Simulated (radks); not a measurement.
Q: The table gives one normalised radial function P(r) = r R(r) of Mn in [Ar] 3d5 4s1.5 4p0.5 (r in bohr). Calculated with a radial shooting solver on a logarithmic mesh with Libxc functionals: scalar-relativistic Kohn-Sham, PBEsol, spin-unpolarised, spherical densities, finite nucleus; Fermi nuclear charge, rms radius 3.7057 fm.

r	P
0.002008	0.0566
0.002319	0.0647
0.002657	0.0733
0.003068	0.0836
0.003543	0.0952
0.004092	0.1081
0.004688	0.1217
0.005415	0.1375
0.006253	0.1550
0.007164	0.1730
0.008274	0.1935
0.009555	0.2154
0.01104	0.2384
0.01264	0.2607
0.0146	0.2845
0.01686	0.3075
0.01932	0.3274
0.02231	0.3453
0.02577	0.3579
0.02976	0.3631
0.03409	0.3590
0.03937	0.3423
0.04547	0.3100
0.0521	0.2630
0.06016	0.1935
0.06948	0.1032
0.08024	-0.0071
0.09193	-0.1264
0.1062	-0.2622
0.1226	-0.3972
0.1405	-0.5113
0.1622	-0.6013
0.1874	-0.6414
0.2164	-0.6144
0.2479	-0.5164
0.2863	-0.3329
0.3307	-0.0763
0.3788	0.2127
0.4375	0.5345
0.5053	0.8311
0.5835	1.0598
0.6685	1.1837
0.7721	1.2036
0.8917	1.1165
1.022	0.9604
1.18	0.7531
1.363	0.5407
1.574	0.3539
1.803	0.2164
2.082	0.1158
2.404	0.0550
2.755	0.0241
3.181	0.0087
3.674	0.0026
4.243	0.0006
4.861	0.0001
5.614	0.0000
6.484	0.0000
7.428	0.0000
8.579	0.0000
9.908	0.0000
11.44	0.0000
13.11	0.0000
15.14	0.0000

Which n and l does it have? It may be an empty orbital.

A: n = 3, l = 0: the number of nodes gives n - l - 1 = 2, the rise at small r (about r^(l+1)) gives l, and the extent must fit the shell. The curve is that of 3s. 3s: eigenvalue -86.484 eV, 2 radial nodes at r = 0.0796, 0.343 bohr, <r> = 0.852 bohr, 90 % of the charge inside 1.28 bohr.
